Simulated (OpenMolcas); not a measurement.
Au2+ among 4 point charges of -1 e arranged as a tetrahedron (Td), 1.87 Å from the ion.
```
   1.0796    1.0796    1.0796  -1.00
   1.0796   -1.0796   -1.0796  -1.00
  -1.0796    1.0796   -1.0796  -1.00
  -1.0796   -1.0796    1.0796  -1.00
```

```yaml
Program: OpenMolcas
Method: CASSCF
Basis: ANO-RCC-VDZP [7s6p4d2f]
Scalar_Hamiltonian: DKH2, point nucleus
Active_space: 9 electrons in 5 orbitals (5d)
State_averaging: 2S+1 = 2 even, 5 roots
Spin-orbit_coupling: state interaction with AMFI integrals over the reference wave functions
```

What is the spin-free ground state (labels of Td)?

2T2, 3-fold in its orbital part, 100 % from free-ion D terms; it has the highest spin that d9 allows.

Where is the first state of the same spin?

2E at 2760 cm-1 above the ground state.

What are the lowest two levels with spin-orbit coupling?

A 2-fold level Γ7 with g = 1.99, 1.99, 1.99, then a 4-fold level Γ8 1517 cm-1 above it. Their leading multiplicities are 2 (100 %) and 2 (100 %).

What is χT at 300 K, and how does it compare with the textbook value?

The lowest level has 2S+1 = 2, for which the spin-only value is χT = S(S+1) / 2 = 0.375 cm3 K/mol (g = 2). The computed 0.709 at 300 K differs by +0.334, through orbital momentum, spin-orbit coupling and any other state in reach. With a threefold ground state the orbital momentum is unquenched, so the spin-only value is not expected to hold.

Which ligand-field parameters describe the states?

The gap between the two states is 10Dq = -2756 cm-1 (negative for this site). 

An orbital triplet at a regular site is open to Jahn-Teller coupling, which can distort the site and quench the lowest spin-orbit gaps and is left out. The ground term spreads over less than 5000 cm-1, several times less than with real ligands, so orbital moments are less quenched and χT lies further from the spin-only value than at real sites. Point charges carry no covalency, so the field is a model and not that of real ligands. No measured value stands beside these numbers.
